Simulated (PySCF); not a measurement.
Distorted geometries of [Bi3]3+

[Bi3]3+ (singlet). PySCF 2.14.0, RKS PBE0, Bi def2-SVP with ECP60; non-relativistic Hamiltonian with scalar-relativistic core potentials where named; density fitting; no spin-orbit coupling. Relaxed geometry:

```xyz
3

Bi    0.0000    0.0000    2.8317
Bi    0.0000    0.0000    0.0000
Bi    0.0000    0.0000   -2.8317
```

**Question.** Order these distorted geometries by energy above the relaxed one, lowest first.
A.
```xyz
3

Bi   -0.0400   -0.0914    2.9775
Bi   -0.0154    0.1077   -0.0458
Bi    0.0554   -0.0163   -2.9317
```
B.
```xyz
3

Bi    0.0273    0.0332    2.8018
Bi    0.0204   -0.0102    0.0189
Bi   -0.0477   -0.0230   -2.8206
```
C.
```xyz
3

Bi    0.0172   -0.0576    2.8214
Bi    0.0450   -0.0105    0.0544
Bi   -0.0621    0.0681   -2.8759
```

**Answer.** B (0.01 eV), C (0.05 eV), A (0.12 eV).

**Question.** Which forces (eV/Å) act in the one that lies 0.01 eV up?

**Answer.** 
```
Bi   0.00  0.00  0.40
Bi   0.00 -0.01 -0.45
Bi   0.00  0.00  0.05
```
Forces carry noise of the integration grid, about 0.01 to 0.03 eV/Å.

A frequency check found unstable modes (2, the lowest at -16 cm⁻¹), so the relaxed geometry is a saddle point, or these are noise. The gap of the closed shell is small, and it wasn't tested for a lower spin-broken solution at this geometry.
